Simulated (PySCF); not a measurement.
Below is a simulated gas-phase C 1s photoelectron spectrum of `FC(F)OC1=CC1`.

Every computed line was given a Gaussian of 0.6 eV full width at half maximum and an area set by the number of equivalent atoms; the highest printed point is 100. Level of theory: delta-SCF UKS SCAN, pcX-2 on the ionised atom, pcseg-1 elsewhere, spin-free X2C (PySCF).

binding energy (eV), intensity and a bar:
```
    290.0          0 
    290.2          2 #
    290.4         15 ####
    290.6         50 ###############
    290.8         93 ############################
    291.0        100 ##############################
    291.2         86 ##########################
    291.4         96 #############################
    291.6         99 ##############################
    291.8         61 ##################
    292.0         21 ######
    292.2          5 #
    292.4          9 ###
    292.6         36 ###########
    292.8         80 ########################
    293.0         97 #############################
    293.2         64 ###################
    293.4         23 #######
    293.6          4 #
    293.8          0 
    294.0          0 
    294.2          0 
    294.4          0 
    294.6          0 
    294.8          0 
    295.0          0 
    295.2          0 
    295.4          0 
    295.6          0 
    295.8          0 
    296.0          0 
    296.2          0 
    296.4          0 
    296.6          0 
    296.8          0 
    297.0          2 
    297.2         11 ###
    297.4         43 #############
    297.6         86 ##########################
    297.8         95 ############################
    298.0         56 #################
    298.2         18 #####
    298.4          3 #
    298.6          0
```

Task: Count the maxima, the lines and the sites behind this envelope.

Result: The curve has 4 maxima (at 290.9, 291.5, 293.0 and 297.7 eV). Under it lie 4 lines from 4 inequivalent carbon sites.

Task: Decompose the envelope and assign each component. Numbering: `[F:1][CH:2]([F:3])[O:4][C:5]1=[CH:6][CH2:7]1`.

Result: 
| position (eV) | relative area | line | atoms | environment |
| --- | --- | --- | --- | --- |
| 290.90 | 1 | C 1s | C6 | alkene CH carbon |
| 291.55 | 1 | C 1s | C7 | allylic carbon |
| 292.96 | 1 | C 1s | C5 | vinylic carbon bearing oxygen |
| 297.73 | 1 | C 1s | C2 | CHF2 carbon |

Lowest listed C 1s: C6, bonded to C (double bond), C and H. Highest, 6.83 eV above it: C2, bonded to 2 F, O and H. The widest gap between neighbouring values is 4.77 eV, between 292.96 and 297.73 eV. Summing the Pauling electronegativity differences to the bonded atoms, each weighted by its formal bond order, gives -0.35 for the lowest site and +3.40 for the highest; no listed site has a larger sum than the highest. The smallest sum, -0.70, belongs to C7, 0.65 eV above the lowest.

The curve has no shake-up lines and no vibrational structure. Spin contamination (⟨S²⟩ against 0.75 for a pure doublet) is marked for C 1s of C5 (0.85), which makes this value less certain. Geometry: GFN2-xTB, one conformer, isolated molecule.

Hardware: an Arm Neoverse N1 with one thread (shared host). Cost: 1.9 min of wall time, 0.62 GiB resident at most.

Shape of the structure used: `[F:1][CH:2]([F:3])[O:4][C:5]1=[CH:6][CH2:7]1`: F1–C2–O4–C5 141°, C2–O4–C5–C6 175°.
